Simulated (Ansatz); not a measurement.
B₅⁻, relaxed as a triplet with UKS r2SCAN-D4/def2-SVPD in Ansatz, starting from the r2SCAN-D4/def2-SVPD geometry of the charge -1 singlet. Force threshold 0.02 eV/Å.

The charge -1 triplet is spin-contaminated (final ⟨S²⟩ up to 2.30, 2.00 for a pure state). The highest occupied level of the charge -1 triplet lies above zero (up to 0.33 eV). It is a level of α spin, whose loss leaves a doublet; that state wasn't run at this geometry and level. The electron is either unbound and held by the finite basis, or the level is raised by self-interaction error. At PBE0-D4/def2-TZVPD a broken-symmetry singlet of charge -1 lies 0.10 eV below the triplet, each at its own geometry. The structure comes from a short search, and lower isomers may exist.

Start:

Cartesian coordinates in Å:
```
B -0.4703 0.9421 -0.5145
B 1.1794 -0.7055 1.0036
B -1.3640 -0.3053 -0.9709
B 0.7780 0.7460 0.4599
B -0.1231 -0.6772 0.0218
```

```json
{"step": "1", "energy (eV)": "-3370.9140", "largest force component (eV/Å)": "1.417", "SCF passes": "46"}
{"step": "2", "energy (eV)": "-3370.9863", "largest force component (eV/Å)": "0.507", "SCF passes": "46"}
{"step": "3", "energy (eV)": "-3371.0015", "largest force component (eV/Å)": "0.040", "SCF passes": "46"}
{"step": "4", "energy (eV)": "-3371.0016", "largest force component (eV/Å)": "0.004", "SCF passes": "38"}
```

Force components are those of the run's own axes.

End:

```xyz
5

B    -0.482    0.938   -0.521
B     1.171   -0.674    0.993
B    -1.344   -0.278   -0.962
B     0.788    0.738    0.467
B    -0.132   -0.724    0.023
```

By distances, no bond broke or formed. The bond that changes most is B2–B4, from 1.60 to 1.56 Å (atoms count from 1).

No frequencies were taken in this run, so the end may be a saddle point.

It took 4.1 s on 4 threads of AMD EPYC 9R45 on a shared host.
